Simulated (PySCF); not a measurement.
Where the electron goes

CH₈N₂Si.
Z-matrix (Å and degrees, GFN2-xTB geometry), rows numbered from 1:
```
C 
N   1  1.4401
Si  2  1.7184  1  122.65
N   3  1.7253  2  102.84  1  -179.42
H   1  1.0925  2  110.27  3   157.36
H   1  1.0968  2  112.89  3   -81.42
H   1  1.0877  2  108.77  3    38.38
H   2  1.0095  1  111.57  3   145.47
H   3  1.4701  2  118.03  1    66.63
H   3  1.4707  2  104.79  1   -55.82
H   4  1.0059  3  116.82  2  -179.14
H   4  1.0077  3  117.41  2    47.99
```

Computed with PySCF 2.14.0, density-fitted response routines, TDDFT CAM-B3LYP/def2-SVPD, vertical, gas phase, core orbitals frozen in the response.

Kohn–Sham orbitals with the atoms that hold most of them (Löwdin shares over 4%, at most four atoms; ? is withheld):

```json
{"orbital": "HOMO-3", "ε (eV)": "-11.42", "atoms": "N2 24%, C1 20%, Si3 16%, H9 12%"}
{"orbital": "HOMO-2", "ε (eV)": "-11.13", "atoms": "Si3 30%, H9 15%, N4 14%, H10 14%"}
{"orbital": "HOMO-1", "ε (eV)": "-8.85", "atoms": "?"}
{"orbital": "HOMO", "ε (eV)": "-8.10", "atoms": "N2 57%, C1 12%, Si3 10%, H6 6%"}
{"orbital": "LUMO", "ε (eV)": "1.27", "atoms": "?"}
{"orbital": "LUMO+1", "ε (eV)": "1.42", "atoms": "Si3 27%, C1 25%, H8 8%, H6 8%"}
{"orbital": "LUMO+2", "ε (eV)": "2.27", "atoms": "Si3 25%, H10 13%, H9 12%, H8 12%"}
```

Question: Which atoms hold the LUMO, and with what shares?

Answer: Si3 (bonded to 2 N and 2 H) 29%; H11 (bonded to N) 15%; N4 (bonded to Si and 2 H) 13%; H12 (bonded to N) 10%. By element: silicon 29%, hydrogen 25% or more, nitrogen 13% or more.

Question: Give the leading atoms of the HOMO-1.

Answer: N4 (bonded to Si and 2 H) 61%; Si3 (bonded to 2 N and 2 H) 14%; H10 (bonded to Si) 9%; H12 (bonded to N) 6%. By element: nitrogen 61% or more, hydrogen 14% or more, silicon 14%.

Question: How does S1 compare with the orbital gap of 9.37 eV?

Answer: S1 is at 6.10 eV (f = 0.0043), 3.27 eV below the gap, made of HOMO→LUMO+1 (72%), HOMO→LUMO (19%). Its leading pair isn't HOMO and LUMO; the energies of that pair differ by 9.52 eV. 

Question: One configuration dominates each of S1 and S3. Which, and how do the shares of the two leading atoms of either orbital change from the occupied to the empty one?

Answer: 
- S1 (6.10 eV, f 0.0043), HOMO→LUMO+1 (72%): N2 57% → at most 8%, C1 12% → 25%, Si3 10% → 27%
- S3 (6.60 eV, f 0.024), HOMO-1→LUMO (90%): N4 61% → 13%, Si3 14% → 29%, H11 at most 6% → 15%

One conformer stands for the species.

Without π bonds the low states are Rydberg-like; a valence basis with one diffuse set may place them up to an eV too high.
